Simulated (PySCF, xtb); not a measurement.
C4H2F2O2, SMILES O=C1COC(F)=C1F. The values are those of a single conformer.

Harmonic wavenumbers (cm⁻¹) from GFN2-xTB in xtb 6.7.1 at its own minimum, in rising order: 127, 224, 241, 320, 325, 513, 529, 561, 566, 659, 726, 895, 997, 1051, 1097, 1106, 1199, 1263, 1341, 1399, 1673, 1809, 2958, 2972.

**Question.** What does PySCF 2.14.0 with PBE-D3(BJ)/def2-SVP give at its own minimum? (Estimate from the structure and the level; the computed values follow.)

**Answer.** 117, 220, 240, 313, 329, 534, 541, 568, 606, 662, 710, 920, 995, 1020, 1137, 1147, 1209, 1321, 1387, 1451, 1707, 1796, 3018, 3086. Paired by order, the mean absolute difference is 27 cm⁻¹ and the zero-point energies are 35.1 and 35.8 kcal/mol.
